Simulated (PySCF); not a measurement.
A species of formula C4H10OSi has this rotational fingerprint, computed with B3LYP/def2-SVPD in PySCF (dipole) on a GFN2-xTB geometry, gas phase:

- Rotational constants: A = 5998, B = 1408, C = 1266 MHz
- Dipole components: |μa| = 1.00 D, |μb| = 0.16 D, |μc| = 0.13 D
- Inertial defect: -43.99 u·Å²
- κ: -0.94

Question: Which candidate fits, each taken in the one conformer that was computed?
A. `[CH3:1][C@@H:2]1[CH2:3][CH2:4][O:5][SiH2:6]1` with C1–C2–C3–C4 -160°, C2–C3–C4–O5 39°, C3–C4–O5–Si6 -24°, C4–O5–Si6–C2 2°
B. `[SiH3:1][O:2][CH2:3][CH:4]1[CH2:5][CH2:6]1` with Si1–O2–C3–C4 178°, O2–C3–C4–C5 -86°
C. `[CH2:1]=[CH:2][CH2:3][SiH2:4][O:5][CH3:6]` with C1–C2–C3–Si4 105°, C2–C3–Si4–O5 62°, C3–Si4–O5–C6 -179°
D. `[CH2:1]=[CH:2][CH2:3][CH2:4][SiH2:5][OH:6]` with C1–C2–C3–C4 -116°, C2–C3–C4–Si5 180°, C3–C4–Si5–O6 179°, C4–Si5–O6–H 53°
E. `[CH3:1][O:2][C@H:3]1[CH2:4][CH2:5][SiH2:6]1` with C1–O2–C3–C4 -178°, O2–C3–C4–C5 133°, C3–C4–C5–Si6 -12°, C4–C5–Si6–C3 10°, O2–C3–Si6–C5 -124°

Answer: C. It is C=CC[SiH2]OC, a near-prolate asymmetric top, point group C1. The candidates at the same level (rigid rotor, commonest isotopes):

```csv
SMILES,A (MHz),B (MHz),C (MHz),μa (D),μb (D),μc (D),Δ (u·Å²),point group,rotor
[SiH3]OCC1CC1,10806,1165,1123,0.57,0.68,0.43,-30.60,C1,near-prolate asymmetric top
C=CC[SiH2]OC,5998,1408,1266,1.00,0.16,0.13,-43.99,C1,near-prolate asymmetric top
CO[C@H]1CC[SiH2]1,5066,2106,1618,0.27,0.61,0.74,-27.47,C1,asymmetric top
C=CCC[SiH2]O,10999,974.5,950.1,0.78,0.88,0.69,-32.63,C1,near-prolate asymmetric top
C[C@@H]1CCO[SiH2]1,4317,2756,1842,1.37,0.84,0.40,-26.08,C1,asymmetric top
```

`[SiH3]OCC1CC1` has A 80 % too high; `C=CCC[SiH2]O` has A 83 % too high; `C[C@@H]1CCO[SiH2]1` has B 96 % too high; `CO[C@H]1CC[SiH2]1` has B 50 % too high. No structure here is proved a minimum.
